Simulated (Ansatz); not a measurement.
CH2GeN2, SMILES `[C-]#[N+][Ge][NH2]` (lower singlet) (charge 0, multiplicity 1). This singlet lies 2.59 eV below the relaxed triplet at the level frozen-core CCSD(T)/cc-pVTZ // PBE0-D3(BJ)/def2-TZVP (Ansatz, a program for electronic structure).

Computed with frozen-core CCSD(T)/cc-pVTZ // PBE0-D3(BJ)/def2-TZVP run with Ansatz.

Ansatz 0.2 input:
```yaml
crystal:
  periodic: [false, false, false]
  atoms:
    - { symbol: C, position_ang: [2.519014, -0.596704, 0.413569] }
    - { symbol: N, position_ang: [1.497671, -0.028624, 0.310679] }
    - { symbol: Ge, position_ang: [0.075356, 1.232848, 0.298752] }
    - { symbol: N, position_ang: [-1.115951, 0.037793, -0.341556] }
    - { symbol: H, position_ang: [-0.898329, -0.923826, -0.554938] }
    - { symbol: H, position_ang: [-2.077762, 0.278513, -0.521066] }
basis:
  gaussian: { orbitals: cc-pVTZ }
correlation:
  method: ccsd_t
```

Output:

```
Functional definition: HF
982 factors; integrals over basis functions are off by at most 9.3e-4 eV
mean field evaluation 1: about -60498.0819 eV, gradient 4.1e1 eV
mean field evaluation 2: about -60498.2049 eV, gradient 4.1e1 eV
mean field evaluation 4: about -60501.8022 eV, gradient 4.0e0 eV
mean field evaluation 8: about -60501.8607 eV, gradient 4.2e-1 eV
mean field evaluation 16: about -60498.0812 eV, gradient 4.1e1 eV
mean field -60501.86129566 eV, -2223.4023929811 hartree, gradient 3.1e-6 eV, S^2 0.000000; 0 other end points of the search recorded, 0 dependent functions left out
12 core orbitals not correlated
reference -60501.86129566 eV, -2223.4023929811 hartree; 15, 15 occupied and 134, 134 virtual orbitals, 982 factors
second order -19.17529234 eV of doubles, -0.00000000 eV of singles
cycle   1  -18.86658057 eV  change    3.1e-1 eV  update   1.2e-1
cycle   2  -19.48822811 eV  change   -6.2e-1 eV  update   3.8e-2
cycle   3  -19.62730200 eV  change   -1.4e-1 eV  update   2.2e-2
cycle   4  -19.60824386 eV  change    1.9e-2 eV  update   6.2e-3
cycle   5  -19.60898661 eV  change   -7.4e-4 eV  update   3.7e-3
cycle   6  -19.61028115 eV  change   -1.3e-3 eV  update   1.2e-3
cycle   7  -19.60972966 eV  change    5.5e-4 eV  update   5.8e-4
cycle   8  -19.60961803 eV  change    1.1e-4 eV  update   1.6e-4
cycle   9  -19.60966861 eV  change   -5.1e-5 eV  update   5.9e-5
cycle  10  -19.60964807 eV  change    2.1e-5 eV  update   2.4e-5
perturbative correction -0.99528268 eV, -0.0365759640 hartree
Total energy: -60522.46622641 eV, -2224.1596102197 hartree
```
